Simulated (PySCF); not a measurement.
## How methods differ on the excitation energy of Ag⁺

Ag⁺ [Kr] 4d10 (1S) → Ag⁺ [Kr] 4d9 5s1 (3D), as a difference of total energies. Calculation: PySCF 2.14, in aug-cc-pVTZ-PP with one added diffuse shell each of s, p, d, f, g type with ECP28MDF (7s7p6d4f3g, 113 functions); scalar relativity through the core potential. Correlated levels: valence: 4s2 4p6 frozen. The calculations carry no spin-orbit coupling.

| method | excitation energy (cm⁻¹) | error (cm⁻¹) |
| --- | --- | --- |
| UHF | 34856 | -5753 |
| LDA | 37316 | -3293 |
| PBE | 36677 | -3932 |
| PBE0 | 37685 | -2924 |
| r2SCAN | 36333 | -4276 |
| revPBE | 36867 | -3741 |
| wB97M-V | 40267 | -341 |
| PBEsol | 36916 | -3692 |
| MP2 (valence) | 42607 | +1998 |
| SCS-MP2 (valence) | 42679 | +2070 |

Reference: 40609 cm⁻¹ (measured; NIST levels, between the centres of gravity of the two terms).

Errors of the correlated levels include the incompleteness of this basis and the frozen core.
